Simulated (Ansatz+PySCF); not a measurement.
**sextet Mn: levels of theory in one basis**

A single Mn atom.

Basis set: def2-SVP (spherical functions). Left uncorrelated: 5 orbitals. Correlation on ROHF uses semicanonical orbitals with singles. Charge 0, multiplicity 6.

Computed with Ansatz (development build ahead of 0.2.0); each method stands on the lowest determinant of its kind that the runs found.

| method | E − E(ROHF) (eV) | <S²> of the determinant |
| --- | --- | --- |
| ROHF | 0.00 | 8.75 |
| UHF | -0.06 | 8.77 |
| ROHF-MP2 | -5.87 | – |
| UHF-MP2 | -5.89 | 8.77 |

**Question.** Is a single determinant a sound starting point here?

**Answer.** By this sign, yes. Unrestricted orbitals gain 0.06 eV and <S²> is 8.77 against 8.75 for a pure state.
